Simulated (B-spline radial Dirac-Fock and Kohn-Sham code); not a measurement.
# X-ray scattering factor of Pb⁵⁷⁺

System: Pb⁵⁷⁺, [Ar] 3d7.

Input of the calculation (task.json; shells as n, l, electrons):

```json
{"items": [{
  "Z": 82,
  "q": 57,
  "cfg": [[1, 0, 2], [2, 0, 2], [2, 1, 6], [3, 0, 2], [3, 1, 6], [3, 2, 7]],
  "A": 208,
  "rrms": 5.5012,
  "do": ["scatter"],
  "s": [0.0, 0.1, 0.12, 0.14, 0.17, 0.21, 0.25, 0.31, 0.37, 0.45, 0.54, 0.66, 0.8, 0.96, 1.17, 1.41, 1.71, 2.07, 2.51, 3.04, 3.68, 4.45, 5.39],
  "pz": [0, 0.1, 0.14, 0.2, 0.29, 0.41, 0.58, 0.82, 1.2, 1.6, 2.3, 3.3, 4.7, 6.7, 9.5, 13.0, 19.0, 27.0, 38.0, 54.0, 77.0],
  "hv_scatter": [2000, 5000, 8047.8, 10000, 20000, 50000, 100000, 500000]
}]}
```

Launch: `python xray_run.py task.json out`

The computed values come from a radial atomic solver: relativistic Hartree-Fock (Dirac-Fock) wave functions, averaged over the configuration. f₀ is the Fourier transform of the spherical electron density, S the Waller-Hartree incoherent function, and s = sin θ/λ.

| s (Å⁻¹) | f₀ | S |
| --- | --- | --- |
| 0 | 25.000 | 0.000 |
| 0.1 | 24.964 | 0.032 |
| 0.12 | 24.949 | 0.046 |
| 0.14 | 24.930 | 0.062 |
| 0.17 | 24.897 | 0.091 |
| 0.21 | 24.843 | 0.139 |
| 0.25 | 24.778 | 0.196 |
| 0.31 | 24.659 | 0.301 |
| 0.37 | 24.517 | 0.426 |
| 0.45 | 24.290 | 0.625 |
| 0.54 | 23.986 | 0.890 |
| 0.66 | 23.506 | 1.306 |
| 0.8 | 22.848 | 1.871 |
| 0.96 | 21.984 | 2.604 |
| 1.17 | 20.704 | 3.672 |
| 1.41 | 19.106 | 4.979 |
| 1.71 | 17.023 | 6.645 |
| 2.07 | 14.581 | 8.566 |
| 2.51 | 11.923 | 10.670 |
| 3.04 | 9.409 | 12.783 |
| 3.68 | 7.374 | 14.796 |
| 4.45 | 5.972 | 16.651 |
| 5.39 | 5.015 | 18.370 |

f₀ starts at the number of electrons, 25, and has fallen to half at s ≈ 2.41 Å⁻¹. The sum of ⟨r²⟩ over the electrons is 0.4856 bohr².
